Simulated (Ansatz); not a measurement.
Mulliken charges of FH3S3Zr (`[F][Zr]([SH])([SH])[SH]`) from PBE/def2-TZVPP in Ansatz (PBE0-D4/def2-TZVP geometry).

```json
{"atom": "F1", "x (Å)": "-1.636", "y (Å)": "1.096", "z (Å)": "0.138", "charge (e)": "-0.318"}
{"atom": "Zr2", "x (Å)": "-0.068", "y (Å)": "0.045", "z (Å)": "0.006", "charge (e)": "0.826"}
{"atom": "S3", "x (Å)": "1.789", "y (Å)": "1.311", "z (Å)": "-0.904", "charge (e)": "-0.294"}
{"atom": "S4", "x (Å)": "-0.392", "y (Å)": "-1.878", "z (Å)": "-1.435", "charge (e)": "-0.294"}
{"atom": "S5", "x (Å)": "0.635", "y (Å)": "-0.796", "z (Å)": "2.169", "charge (e)": "-0.294"}
{"atom": "H6", "x (Å)": "1.426", "y (Å)": "2.389", "z (Å)": "-0.179", "charge (e)": "0.125"}
{"atom": "H7", "x (Å)": "-1.106", "y (Å)": "-1.126", "z (Å)": "-2.299", "charge (e)": "0.125"}
{"atom": "H8", "x (Å)": "-0.649", "y (Å)": "-1.041", "z (Å)": "2.505", "charge (e)": "0.125"}
```

By hand: the dipole of these point charges (1 e Å = 4.8032 D).

Σ q r = (-0.174, 0.117, 0.014) e Å, of length 0.210 e Å = 1.01 D.

How does the dipole of the full density compare? (Estimate.)

Ansatz gave: (-0.218, 0.147, 0.018) e Å, 1.27 D; the point charges give 0.80 times that, at 0° from its direction.

Point charges leave out the atoms' own dipoles, such as those of lone pairs, and Mulliken's split depends on the basis, so the two needn't agree.
